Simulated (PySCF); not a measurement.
# Basis and Hamiltonian dependence of the excitation energy of Sn

Sn [Kr] 4d10 5s2 5p2 (3P) → Sn [Kr] 4d10 5s1 5p3 (5S). All values are computed (PySCF 2.14, energy differences of UHF-based or UKS calculations, no spin-orbit coupling). Values in eV.

```json
{"basis": "aug-cc-pVTZ-PP with ECP28MDF", "Hamiltonian": "ECP", "functions": "55", "UHF": "2.963", "r2SCAN": "4.550", "PBE0": "4.763", "MP2 (valence)": "3.722", "CCSD(T) (valence)": "3.956", "CCSD(T) (valence and next inner shell)": "n/a"}
{"basis": "aug-cc-pVTZ-PP with one added diffuse shell each of d, f type with ECP28MDF", "Hamiltonian": "ECP", "functions": "67", "UHF": "2.963", "r2SCAN": "4.550", "PBE0": "4.763", "MP2 (valence)": "3.722", "CCSD(T) (valence)": "3.957", "CCSD(T) (valence and next inner shell)": "n/a"}
{"basis": "ANO-RCC-VTZP", "Hamiltonian": "spin-free X2C", "functions": "68", "UHF": "2.989", "r2SCAN": "4.491", "PBE0": "4.729", "MP2 (valence)": "3.701", "CCSD(T) (valence)": "3.944", "CCSD(T) (valence and next inner shell)": "4.494"}
{"basis": "aug-cc-pVTZ-DK3", "Hamiltonian": "spin-free X2C", "functions": "68", "UHF": "2.966", "r2SCAN": "4.467", "PBE0": "4.714", "MP2 (valence)": "3.720", "CCSD(T) (valence)": "3.953", "CCSD(T) (valence and next inner shell)": "n/a"}
{"basis": "x2c-TZVPPall with one added diffuse shell each of s, p, d, f type", "Hamiltonian": "spin-free X2C", "functions": "76", "UHF": "2.993", "r2SCAN": "4.485", "PBE0": "4.727", "MP2 (valence)": "3.734", "CCSD(T) (valence)": "3.966", "CCSD(T) (valence and next inner shell)": "4.448"}
{"basis": "aug-cc-pVQZ-PP with ECP28MDF", "Hamiltonian": "ECP", "functions": "92", "UHF": "2.963", "r2SCAN": "4.564", "PBE0": "4.773", "MP2 (valence)": "3.789", "CCSD(T) (valence)": "3.994", "CCSD(T) (valence and next inner shell)": "n/a"}
{"basis": "aug-cc-pwCVTZ-PP with ECP28MDF", "Hamiltonian": "ECP", "functions": "96", "UHF": "2.966", "r2SCAN": "4.569", "PBE0": "4.778", "MP2 (valence)": "3.755", "CCSD(T) (valence)": "3.978", "CCSD(T) (valence and next inner shell)": "n/a"}
{"basis": "aug-cc-pwCVTZ-DK3", "Hamiltonian": "spin-free X2C", "functions": "109", "UHF": "2.969", "r2SCAN": "4.480", "PBE0": "4.726", "MP2 (valence)": "3.755", "CCSD(T) (valence)": "3.976", "CCSD(T) (valence and next inner shell)": "n/a"}
{"basis": "x2c-QZVPPall", "Hamiltonian": "spin-free X2C", "functions": "112", "UHF": "2.968", "r2SCAN": "4.478", "PBE0": "4.723", "MP2 (valence)": "3.781", "CCSD(T) (valence)": "3.988", "CCSD(T) (valence and next inner shell)": "n/a"}
{"basis": "aug-cc-pwCVTZ-DK3 with one added diffuse shell each of s, p, d, f type", "Hamiltonian": "spin-free X2C", "functions": "125", "UHF": "2.969", "r2SCAN": "4.480", "PBE0": "4.726", "MP2 (valence)": "3.755", "CCSD(T) (valence)": "n/a", "CCSD(T) (valence and next inner shell)": "n/a"}
{"basis": "x2c-QZVPPall with one added diffuse shell each of s, p, d, f type", "Hamiltonian": "spin-free X2C", "functions": "128", "UHF": "2.968", "r2SCAN": "4.478", "PBE0": "4.723", "MP2 (valence)": "3.783", "CCSD(T) (valence)": "n/a", "CCSD(T) (valence and next inner shell)": "n/a"}
{"basis": "dyall-av2z", "Hamiltonian": "non-relativistic", "functions": "130", "UHF": "2.265", "r2SCAN": "3.673", "PBE0": "3.936", "MP2 (valence)": "2.939", "CCSD(T) (valence)": "3.229", "CCSD(T) (valence and next inner shell)": "n/a"}
{"basis": "aug-cc-pV5Z-PP with ECP28MDF", "Hamiltonian": "ECP", "functions": "139", "UHF": "2.964", "r2SCAN": "4.565", "PBE0": "4.775", "MP2 (valence)": "3.821", "CCSD(T) (valence)": "n/a", "CCSD(T) (valence and next inner shell)": "n/a"}
```

Problem. Estimate the row for aug-cc-pVQZ-PP with one added diffuse shell each of s, p, d, f, g type with ECP28MDF (ECP, 117 functions).

Solution. From the rows with the same Hamiltonian and similar size; the calculation gives UHF 2.96; r2SCAN 4.56; PBE0 4.77; MP2 (valence) 3.79 (eV).

Frozen in the all-electron rows: valence: [Kr] 4d10; valence and next inner shell: [Ar] 3d10; with a core potential, the same shells as far as they lie outside it.

Non-relativistic rows lack the scalar-relativistic shift.

Reference for a calculation without spin-orbit coupling: 4.607 eV (measured, between term centres; NIST).
